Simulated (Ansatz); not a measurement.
Input and output for FH2NO2W, SMILES `[NH2][W](=[O])(=[O])[F]`.

```yaml
crystal:
  periodic: [false, false, false]
  atoms:
    - {symbol: N, position_ang: [-0.791459, 0.777566, 0.425375]}
    - {symbol: W, position_ang: [0.510877, -0.458290, -0.279717]}
    - {symbol: O, position_ang: [1.211248, -1.280158, 1.037016]}
    - {symbol: O, position_ang: [-0.309894, -1.554113, -1.292277]}
    - {symbol: F, position_ang: [1.831877, 0.433774, -1.247227]}
    - {symbol: H, position_ang: [-0.772142, 1.122346, 1.373997]}
    - {symbol: H, position_ang: [-1.680508, 0.958874, -0.017167]}
basis:
  gaussian: {orbitals: ANO-RCC-VTZP}
magnetization: {spin_polarized: true, initial_magnetization: 0}
hamiltonian: {xc: {name: r2SCAN50}}
```

```sh
$ ansatz run in.yaml --threads 4 --pin off --events-out ev --progress --plain --max-ram 10444MiB
```

Output, abridged:

```
Functional definition: r2SCAN50
2530 factors; their error is unknown
mean field evaluation 1: about -447653.6678 eV, gradient 7.3e1 eV
mean field evaluation 2: about -447566.3445 eV, gradient 2.0e2 eV
mean field evaluation 4: about -447669.8709 eV, gradient 8.2e0 eV
mean field evaluation 8: about -447670.0426 eV, gradient 1.2e-1 eV
mean field evaluation 16: about -447671.1741 eV, gradient 5.5e-4 eV
mean field -447671.17412547 eV, -16451.6122066906 hartree, gradient 4.7e-5 eV, S^2 0.000000; 0 other end points of the search recorded, 0 dependent functions left out
reference -447671.17414325 eV, -16451.6122073442 hartree; 54, 54 occupied and 198, 198 virtual orbitals, 2530 factors
Total energy: -447671.17414325 eV, -16451.6122073442 hartree
Relativity: scalar
```

Hardware: 4 threads of an Intel Xeon Platinum 8488C on a shared host. Wall time 23 s, peak host memory 2 GiB.
